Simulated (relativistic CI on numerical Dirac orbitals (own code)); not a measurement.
La XX: computed level list

Computed by Dirac-Coulomb-Breit CI, separate exchange-only KLI orbitals for each configuration, a model potential for QED, unscaled Slater integrals (own radial code, finite nucleus).

Configurations in the expansion (outside the closed core [Ar] 3d10): 4s2 4p6 4d2, 4s2 4p5 4d3, 4s2 4p6 4d 4f, 4s 4p6 4d3, 4s2 4p5 4d2 4f, 4s2 4p6 4d 5s, 4s 4p6 4d2 4f, 4s2 4p6 4d 5p, 4s2 4p6 4f 5s, 4s2 4p6 4d 5d, 4s2 4p6 5s 5p, 4s2 4p5 4d2 5s, 4s2 4p6 4d 5f, 4s2 4p5 4d2 5p, 4s2 4p6 4d 6s, 4s2 4p6 4d 5g, 4s2 4p6 4d 6p, 4s 4p6 4d2 5s, 4s2 4p6 4d 6d, 4s2 4p6 4d 7s, 4s2 4p6 4d 6g, 4s2 4p6 4f2, 4s2 4p5 4f3, 4s 4p6 4f3, 4p6 4d4, 4p5 4d5, 4p5 4d4 4f, 4s2 4p6 4f 5p, 4s2 4p5 4f2 5p, 4s 4p6 4f2 5p, 4s2 4p6 5s2, 4s2 4p5 4f 5s2, 4s 4p6 4f 5s2, 4s2 4p6 5p2, 4s2 4p5 4f 5p2, 4s 4p6 4f 5p2, 4s 4p6 4d 5s2, 4s 4p5 4d 4f 5s2, 4p6 4d 4f 5s2. Double excitations out of closed p, d and f shells are left out; levels of such configurations are missing from the list, as are those of other unlisted configurations, and high levels can miss mixing partners. These lack a partner that the ground configuration has and come out too high: 4s2 4p5 4d2 5s, 4s 4p6 4d2 5s, 4s2 4p5 4d2 5p.

The lowest level is 4s2 4p6 4d2 3F_2, with 86 % of that term; Hund's rules for 4s2 4p6 4d2 give 3F with J = 2, in agreement.

```tsv
No.	Configuration	Term	J	E (eV)	%	Next component (%)	jj configuration (%)
1	4s2 4p6 4d2	3F	2	0.000	86	12 1D	4d3/2^2 (93)
2	4s2 4p6 4d2	3F	3	3.255	99	1 4s2 4p5 4d2 4f 3F	4d3/2 4d5/2 (99)
3	4s2 4p6 4d2	3P	0	4.571	90	9 1S	4d3/2^2 (85)
4	4s2 4p6 4d2	3F	4	5.586	78	20 1G	4d3/2 4d5/2 (64)
5	4s2 4p6 4d2	3P	2	5.944	47	42 1D	4d3/2 4d5/2 (93)
6	4s2 4p6 4d2	3P	1	6.560	99	1 4s2 4p5 4d2 4f 3P	4d3/2 4d5/2 (99)
7	4s2 4p6 4d2	1G	4	9.466	78	20 3F	4d5/2^2 (64)
8	4s2 4p6 4d2	3P	2	10.244	51	45 1D	4d5/2^2 (98)
9	4s2 4p6 4d2	1S	0	18.025	90	9 3P	4d5/2^2 (85)
10	4p5 4d3(4F)	5F°	2	92.487	39	32 5D°	4p3/2^3 4d3/2^3 (64)
11	4p5 4d3(4F)	5D°	1	92.826	55	27 5F°	4p3/2^3 4d3/2^3 (62)
12	4p5 4d3(4F)	5F°	3	93.571	49	31 5D°	4p3/2^3 4d3/2^2 4d5/2 (79)
13	4p5 4d3(4F)	5D°	0	93.681	93	7 3P°	4p3/2^3 4d3/2^3 (46)
14	4p5 4d3(4P)	5S°	2	94.780	68	13 5P°	4p3/2^3 4d3/2^2 4d5/2 (66)
15	4p5 4d3(4F)	5F°	4	94.899	49	23 5D°	4p3/2^3 4d3/2^2 4d5/2 (56)
16	4p5 4d3(4P)	5D°	3	96.519	31	20 3F°	4p3/2^3 4d3/2^3 (58)
17	4p5 4d3(4F)	5G°	5	96.693	46	41 5F°	4p3/2^3 4d3/2 4d5/2^2 (48)
18	4p5 4d3(2G)	3F°	2	96.707	36	35 5D°	4p3/2^3 4d3/2^2 4d5/2 (77)
19	4p5 4d3(4F)	5D°	1	97.076	35	33 3D°	4p3/2^3 4d3/2^2 4d5/2 (76)
20	4p5 4d3(4P)	5D°	4	97.357	50	21 3F°	4p3/2^3 4d3/2^2 4d5/2 (62)
21	4p5 4d3(2H)	3G°	3	98.396	53	26 3F°	4p3/2^3 4d3/2^2 4d5/2 (75)
22	4p5 4d3(4F)	5G°	6	98.407	68	26 3H°	4p3/2^3 4d3/2^2 4d5/2 (52)
23	4p5 4d3(2H)	3G°	4	99.688	49	17 3F°	4p3/2^3 4d3/2^2 4d5/2 (65)
24	4p5 4d3(2P)	3P°	2	100.089	34	25 3D°	4p3/2^3 4d3/2 4d5/2^2 (74)
25	4p5 4d3(2P)	3D°	3	100.828	28	19 5D°	4p3/2^3 4d3/2^2 4d5/2 (70)
26	4p5 4d3(2P)	3P°	1	101.143	47	25 3S°	4p3/2^3 4d3/2^2 4d5/2 (57)
27	4p5 4d3(2G)	3F°	2	101.158	24	22 5F°	4p3/2^3 4d3/2 4d5/2^2 (44)
28	4p5 4d3(4F)	5F°	5	101.192	37	34 3G°	4p3/2^3 4d3/2 4d5/2^2 (43)
29	4p5 4d3(2D)	3P°	0	101.211	62	29 1S°	4p3/2^3 4d3/2^3 (46)
30	4p5 4d3(2G)	1G°	4	101.718	40	16 3G°	4p3/2^3 4d3/2 4d5/2^2 (49)
31	4p5 4d3(2G)	3G°	5	101.931	42	27 5G°	4p3/2^3 4d3/2 4d5/2^2 (54)
32	4p5 4d3(2G)	3G°	4	102.034	35	24 5D°	4p3/2^3 4d3/2^2 4d5/2 (53)
33	4p5 4d3(2H)	3I°	6	102.301	34	25 3H°	4p3/2^3 4d3/2^2 4d5/2 (45)
34	4p5 4d3(2P)	3D°	3	102.584	39	18 3G°	4p3/2^3 4d3/2 4d5/2^2 (68)
35	4p5 4d3(2P)	3D°	2	102.643	45	17 1D°	4p3/2^3 4d3/2^2 4d5/2 (47)
36	4p5 4d3(2D)	3D°	3	103.375	43	17 3F°	4p3/2^3 4d3/2 4d5/2^2 (70)
37	4p5 4d3(2H)	3G°	3	103.878	48	20 4s2 4p6 4d 4f 3G°	4p3/2^3 4d3/2^2 4d5/2 (43)
38	4p5 4d3(2H)	3I°	7	104.166	100		4p3/2^3 4d3/2 4d5/2^2 (100)
39	4p5 4d3(2G)	3H°	5	104.330	44	28 1H°	4p3/2^3 4d3/2 4d5/2^2 (73)
40	4p5 4d3(2D)	3P°	1	104.384	54	17 5D°	4p3/2^3 4d3/2 4d5/2^2 (51)
41	4p5 4d3(2G)	3G°	4	104.727	42	19 3F°	4p3/2^3 4d3/2 4d5/2^2 (68)
42	4p5 4d3(2D)	3F°	4	104.925	77	9 3G°	4p3/2^3 4d3/2 4d5/2^2 (69)
43	4p5 4d3(2F)	3D°	2	105.445	24	20 3F°	4p3/2^3 4d3/2^2 4d5/2 (64)
44	4p5 4d3(2D)	3P°	0	105.621	77	17 1S°	4p3/2^3 4d5/2^3 (57)
45	4p5 4d3(4P)	5P°	3	105.957	60	28 3D°	4p3/2^3 4d3/2 4d5/2^2 (64)
```

Energies count from the lowest computed level; ° marks odd parity. Percentages are summed over parent terms; the parents shown are those of the largest component, closed shells are left out there. Filled j subshells are mostly left out of the jj labels.

The mean weight of the leading LS term, summed over parents, in these 45 levels is 55 %, and that of the leading jj configuration (from the same eigenvectors) 66 %, so jj coupling describes them better and the LS labels are nominal.

At this charge energies of transitions that change n are usually good to better than 1 %, and those within a shell (Δn = 0) to a few per cent. Terms inside the open d or f shell come out 10 to 20 % too wide with unscaled integrals.

LS names give the leading component of a level, which can be under half, so a name can repeat, a term be missing and a line seem to break the LS rules.
